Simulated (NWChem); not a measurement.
Species: BeHSI; SMILES [SH][Be][I]

```xyz
4

Be     0.0218     1.1162     0.0000
I      0.0082    -1.0550     0.0000
S      0.0490     3.0218     0.0000
H     -1.3030     3.0992     0.0000
```
Atoms are numbered in this order, from 1.

Program: NWChem. Structure relaxed at the PBE0/def2-SVP level. def2 effective core potentials on I; no spin-orbit coupling. Ions are spin-unrestricted doublets at the neutral geometry; other ion states weren't tried.

| level | vertical ionisation energy, ΔSCF (eV) | −ε(HOMO) (eV) | ΔSCF minus −ε(HOMO) (eV) |
|---|---|---|---|
| B3LYP/def2-TZVP | 9.63 | 7.45 | 2.18 |
| PBE/def2-TZVP | 9.38 | 6.55 | 2.83 |
| PBE0/def2-TZVP | 9.70 | 7.73 | 1.97 |
| r2SCAN/def2-TZVP | 9.56 | 6.84 | 2.72 |
